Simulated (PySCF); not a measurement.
A calculated (UHF, PySCF 2.14, pcseg-2, no relativity, point nucleus) atom or ion has these occupied shells.

```json
{"shell": "1s β", "electrons": "1", "orbital energy (eV)": "-5483.6", "rms radius, mean of both spins (bohr)": "0.0777"}
{"shell": "1s α", "electrons": "1", "orbital energy (eV)": "-5483.6", "rms radius, mean of both spins (bohr)": "0.0777"}
{"shell": "2s α", "electrons": "1", "orbital energy (eV)": "-650.70", "rms radius, mean of both spins (bohr)": "0.336"}
{"shell": "2s β", "electrons": "1", "orbital energy (eV)": "-648.74", "rms radius, mean of both spins (bohr)": "0.336"}
{"shell": "2p α", "electrons": "3", "orbital energy (eV)": "-546.14", "rms radius, mean of both spins (bohr)": "0.304"}
{"shell": "2p β", "electrons": "3", "orbital energy (eV)": "-544.16", "rms radius, mean of both spins (bohr)": "0.304"}
{"shell": "3s α", "electrons": "1", "orbital energy (eV)": "-91.533", "rms radius, mean of both spins (bohr)": "1.04"}
{"shell": "3s β", "electrons": "1", "orbital energy (eV)": "-84.753", "rms radius, mean of both spins (bohr)": "1.04"}
{"shell": "3p α", "electrons": "3", "orbital energy (eV)": "-61.311", "rms radius, mean of both spins (bohr)": "1.13"}
{"shell": "3p β", "electrons": "3", "orbital energy (eV)": "-52.869", "rms radius, mean of both spins (bohr)": "1.13"}
{"shell": "3d α", "electrons": "4", "orbital energy (eV)": "-15.917", "rms radius, mean of both spins (bohr)": "1.66"}
```

Problem. Name the element and its charge.

Solution. V⁺ (vanadium, charge +1), in [Ar] 3d4, high-spin 5D determinant.
